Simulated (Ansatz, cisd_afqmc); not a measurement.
Species: BNH, charge -1, singlet. BNH- (parent SMILES B=[N], singlet).
B3LYP-D3(BJ)/def2-TZVP minimum from Ansatz (an electronic-structure program):
```xyz
3

B      0.0000     0.0000    -0.5880
N      0.0000     0.0000     0.6732
H      0.0000     0.0000    -1.7723
```
Charge -1, spin multiplicity 1.

Total energies in aug-cc-pVDZ, 10 correlated electrons, 2 frozen orbitals. UHF or UKS for unpaired electrons; spin-orbit terms are left out. Correlated methods leave the cores frozen. No relativity. AFQMC is phaseless with a CISD trial state; ± is one standard error, without the phaseless bias. Outlying blocks are dropped, and bars are widened where a walk drifts. Over all cases where full CI ran beside it in this data, AFQMC minus full CI had a median of +0.1 mEh and passed +0.4 mEh in a tenth of the cases. The spin of HBN- (parent SMILES B=[N], singlet) was assumed, and the state is the lowest solution found for it.

| method | program | energy (Eh) | minus CCSDTQ (mEh) |
|---|---|---|---|
| HF | Ansatz | -79.68806 | 302.77 |
| MP2 | Ansatz | -79.96870 | 22.13 |
| CCSD | Ansatz | -79.97474 | 16.09 |
| CCSD(T) | Ansatz | -79.98918 | 1.66 |
| CCSDT(Q) | Ansatz | -79.99111 | -0.27 |
| CCSDTQ | Ansatz | -79.99083 | 0.00 |
| AFQMC/CISD | cisd_afqmc | -79.9905 ± 0.0004 | 0.3 ± 0.4 |

Rough core times of Ansatz's runs on a shared machine: CCSD(T) under 20 s, CCSDT(Q) 30 s, CCSDTQ 20 min.
